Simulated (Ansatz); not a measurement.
Consider the ligand exchange at the Si–S bond: `CO[Si](F)(F)S[Si](Cl)(Cl)OC` + HCl → `CO[Si](Cl)(Cl)Cl` + `CO[Si](F)(F)S`.

Calculated with Ansatz (gas phase, PBE0-D4/def2-TZVP geometries, no zero-point term in ΔE). CCSD(T)/CBS adds triple-zeta CCSD(T) − MP2 to the extrapolated MP2 energy (def2 sets, frozen cores). This one scheme is used for every species. DFT in def2-TZVPP. One conformer a species, not always the lowest.

`CO[Si](F)(F)S[Si](Cl)(Cl)OC`:

Cartesian coordinates in Å:
```
C 1.328 2.579 -2.517
O 1.440 1.259 -2.013
Si 0.644 0.624 -0.772
F 0.640 1.639 0.441
F -0.882 0.382 -1.117
S 1.650 -1.176 -0.343
Si 0.146 -2.116 0.807
Cl 1.063 -3.508 1.976
Cl -1.215 -3.103 -0.345
O -0.590 -0.978 1.679
C -1.803 -1.081 2.401
H 0.384 2.707 -3.052
H 2.154 2.740 -3.210
H 1.390 3.316 -1.712
H -2.605 -1.463 1.764
H -2.064 -0.081 2.746
H -1.681 -1.739 3.265
```

HCl:

Z-matrix (Å, degrees):
```
Cl
H 1 1.279
```

`CO[Si](Cl)(Cl)Cl`:

```xyz
9

C    -0.876    1.069   -0.388
O    -0.565   -0.312   -0.442
Si    0.689   -1.027    0.269
Cl    2.443   -0.251   -0.403
Cl    0.590   -2.992   -0.174
Cl    0.625   -0.766    2.284
H    -1.779    1.224   -0.978
H    -0.065    1.668   -0.810
H    -1.062    1.386    0.642
```

`CO[Si](F)(F)S`:

```xyz
10

C    -1.598   -0.016    0.434
O    -0.195   -0.081    0.632
Si    0.937    0.333   -0.432
F     0.524   -0.233   -1.855
F     1.044    1.900   -0.622
S     2.823   -0.327    0.197
H    -1.947    1.017    0.507
H    -1.880   -0.425   -0.539
H    -2.072   -0.606    1.219
H     2.363   -1.563    0.460
```

```
                      species  BHLYP-D4 energy (Eh)
`CO[Si](F)(F)S[Si](Cl)(Cl)OC`           -2328.03089
                          HCl            -460.81729
           `CO[Si](Cl)(Cl)Cl`           -1785.48969
              `CO[Si](F)(F)S`           -1003.36876
```

**Question.** Work out ΔE.

**Answer.** ΔE = (-1785.48969) + (-1003.36876) − (-2328.03089) − (-460.81729) = -0.01027 Eh = -0.28 eV. CCSD(T)/CBS gives -0.31 eV.

Largest T1 diagnostic among the species: 0.012.

The D4 term adds +0.18 eV with B3LYP and +0.11 eV with PBE0; it sums over pairs of atoms, weighted by their polarisabilities, and B3LYP, whose exchange is more repulsive, gets the larger term. Leaving LDA and LC-ωPBE aside and taking each functional with its dispersion term where it has one, the values, not all of them listed here, spread over 0.18 eV, from B2PLYP to revPBE-D4. LDA lies +0.07 eV from PBE without D4.

B3LYP here is the variant with VWN-RPA as its local correlation; programs differ in this.
